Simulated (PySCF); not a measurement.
From one molecule to another.

First species: C2H11NOSi2.
SMILES: `O([SiH2]NCC)[SiH3]`

Second species: C2H11NOSi2.
InChI=1S/C2H11NOSi2/c1-3-5-2-6-4/h3-4H,2,5-6H2,1H3

Levels: CAM-B3LYP/def2-SVPD for dipole moment, HOMO energy, LUMO energy, HOMO–LUMO gap, static isotropic polarisability and electronic spatial extent ⟨r²⟩ about the centre of nuclear charge; TDDFT CAM-B3LYP/def2-SVPD for lowest singlet excitation; TDA CAM-B3LYP/def2-SVPD for lowest triplet excitation (Tamm–Dancoff); GFN2-xTB for rotational constant A and rotational constant C. Geometries: GFN2-xTB. Each structure is a single optimised conformer of the isolated species, non-relativistic unless stated; the electronic structure was computed with PySCF and density fitting.

The conformers computed, where there is a choice (atom-mapped SMILES and torsion angles):
- `[CH3:1][CH2:2][NH:3][SiH2:4][O:5][SiH3:6]`: C1–C2–N3–Si4 -84°, C2–N3–Si4–O5 178°, N3–Si4–O5–Si6 73°
- `[CH3:1][NH:2][SiH2:3][CH2:4][SiH2:5][OH:6]`: C1–N2–Si3–C4 64°, N2–Si3–C4–Si5 52°, Si3–C4–Si5–O6 -43°, H–O6–Si5–C4 25°

Values for the first species:

- Dipole moment: 1.24 D
- HOMO energy: -8.21 eV
- LUMO energy: 0.99 eV
- HOMO–LUMO gap: 9.20 eV
- Lowest singlet excitation: 6.09 eV
- Lowest triplet excitation (Tamm–Dancoff): 5.85 eV
- Static isotropic polarisability: 86.2 au
- Electronic spatial extent ⟨r²⟩ about the centre of nuclear charge: 1462 bohr²
- Rotational constant A: 7.012 GHz
- Rotational constant C: 0.822 GHz

**Question.** Estimate the same properties for the second species, and the change in each.

**Answer.** 
```tsv
property	first	second	second less first
dipole moment	1.24 D	2.77 D	+1.53 D
HOMO energy	-8.21 eV	-8.64 eV	-0.43 eV
LUMO energy	0.99 eV	0.95 eV	-0.04 eV
HOMO–LUMO gap	9.20 eV	9.59 eV	+0.39 eV
lowest singlet excitation	6.09 eV	6.28 eV	+0.19 eV
lowest triplet excitation (Tamm–Dancoff)	5.85 eV	6.02 eV	+0.17 eV
static isotropic polarisability	86.2 au	87.0 au	+0.8 au
electronic spatial extent ⟨r²⟩ about the centre of nuclear charge	1462 bohr²	1051 bohr²	-411 bohr²
rotational constant A	7.012 GHz	3.029 GHz	-3.983 GHz
rotational constant C	0.822 GHz	1.236 GHz	+0.414 GHz
```

On the first: The principal polarisabilities are 78.7, 80.2 and 99.7 au; their mean is the isotropic value. The dipole matches unit charges of opposite sign 0.26 Å apart (1 e·Å = 4.8032 D).

On the second: The polarisability is 12.89 Å³ as a volume (1 au = 0.148185 Å³), or 1.32 au for each of the 66 electrons. The 8 singlets span 6.28 to 7.99 eV, and their oscillator strengths add up to 0.17.
